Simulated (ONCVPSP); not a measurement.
## Ge: one change to an ONCV potential, before and after

```json
{"Element": "Ge", "Generator": "ONCVPSP 4.0.1", "Type": "optimised norm-conserving Vanderbilt (ONCV)", "Functional": "PBE", "Relativity": "scalar-relativistic", "Frozen core": "[Ar] 3d10", "Valence charge": "4", "Reference configuration": "4s2 4p2", "Partial waves": "4s: rc 1.45 bohr, ncon 4, nbas 8, qcut 3.6 1/bohr, 2 projectors, debl 0.5 Ha; 4p: rc 2.35 bohr, ncon 4, nbas 8, qcut 2.9 1/bohr, 2 projectors, debl 2.3 Ha; d scattering state at 0.21 Ha: rc 1.75 bohr, ncon 4, nbas 7, qcut 5.3 1/bohr, 2 projectors, debl 3.9 Ha", "Local potential": "polynomial inside 1.35 bohr (lpopt 5, dvloc0 0 Ha)", "Core correction": "Teter function, fcfact 4, rcfact 1.7"}
```

Change: p: rc 2.04.

Cutoffs: the cutoffs (Ha) at which the residual kinetic energy of the hardest occupied pseudo-wave falls to 1 and 0.1 mHa per electron; they do not see the model core or the augmentation charge, which bear on the density cutoff. Errors are all-electron minus pseudo energies relative to the spin-unpolarised reference configuration.

**Question.** Predict the effect on cutoff, ghosts and configuration errors.

**Answer.** The potential gets neither clearly harder nor softer (14 Ha and 34 Ha → 14 Ha and 38 Ha); the s channel sets the loose cutoff, while the largest relative change is in p, which becomes harder; the errors of the 4 common tests hardly move; neither file shows a bound ghost.

| quantity | base | changed |
| --- | --- | --- |
| cutoff, loose | 14 Ha | 14 Ha |
| cutoff, tight | 34 Ha | 38 Ha |
| loose cutoff by channel | s 14 Ha, p 2.7 Ha | s 14 Ha, p 4.5 Ha |
| bound ghosts | none | none |
| GHOST(+) flags under 300 eV | s at 55.0 eV | s at 55.0 eV |
| error for 4s2 4p1, meV [ΔE 7.44 eV] | -51 | -50 |
| error for 4s2 4p0, meV [ΔE 22.88 eV] | -318 | -310 |
| error for 4s1 4p0, meV [ΔE 57.68 eV] | -963 | -942 |
| error for 4s1 4p2, meV [ΔE 16.16 eV] | -57 | -60 |
| s: phases at 1.48 bohr within 0.05 rad from the reference energy up to (Ha; the scan ends near 5) | 1.9 | 1.9 |
| d: phases at 1.78 bohr within 0.05 rad from the reference energy up to (Ha; the scan ends near 5) | 0.5 | 0.5 |
| rms error of d²Exc/dni dnj with the model core, mHa | 4.77 | 4.75 |

Base: The cutoffs count occupied waves only; projector 2 of the d channel, the hardest unoccupied one, needs 80 Ha at the loose tolerance. Changed file: The cutoffs count occupied waves only; projector 2 of the d channel, the hardest unoccupied one, needs 80 Ha at the loose tolerance.
